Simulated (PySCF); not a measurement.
Al(H)(Me)(PH2) (CH6AlP), SMILES [CH3][AlH][PH2]. Atoms are numbered in the order given.

```xyz
9

Al    -0.2901     0.0193    -0.7719
H     -0.9676    -0.8445    -1.9210
C     -0.0072     1.9448    -1.0005
H      0.6546     2.1407    -1.8634
H      0.4374     2.4315    -0.1179
H     -0.9627     2.4527    -1.2238
P      0.1670    -1.0342     1.2674
H      1.4199    -0.3766     1.4708
H      0.7274    -2.2108     0.6816
```
Charge 0, spin multiplicity 1.

Geometry: B3LYP-D3(BJ)/def2-SVP. Other conformers were not sampled.

Level of theory: PBE0/pcJ-1 (PySCF).

Isotropic couplings with Fermi-contact, spin-dipole and both spin-orbit terms, one fixed conformer, no vibrational averaging. Isotopes: 13C, 1H, 31P.

```tsv
pair	bonds apart	J (Hz)
C3–H4	1	117.2
C3–H5	1	124.1
C3–H6	1	117.6
P7–H8	1	157.5
P7–H9	1	160.9
H2–C3	2	17.0
H2–P7	2	20.9
C3–P7	2	___
H4–H5	2	-14.9
H4–H6	2	-17.2
H5–H6	2	-14.6
H8–H9	2	-9.5
H2–H4	3	___
H2–H5	3	___
H2–H6	3	___
H2–H8	3	___
H2–H9	3	___
C3–H8	3	___
C3–H9	3	___
H4–P7	3	7.3
H6–P7	3	-1.2
H4–H9	4	___
H5–H9	4	___
H6–H8	4	___
H6–H9	4	___
```

Task: Some entries are withheld; supply them. (Estimate from the structure and the level; the computed values follow.)

Result: 
- C3–P7, J (Hz): 5.1
- H2–H4, J (Hz): -1.6
- H2–H5, J (Hz): 6.7
- H2–H6, J (Hz): -1.4
- H2–H8, J (Hz): 1.8
- H2–H9, J (Hz): 0.5
- C3–H8, J (Hz): 0.6
- C3–H9, J (Hz): 1.8
- H4–H9, J (Hz): 1.1
- H5–H9, J (Hz): -0.5
- H6–H8, J (Hz): 0.7
- H6–H9, J (Hz): -0.9
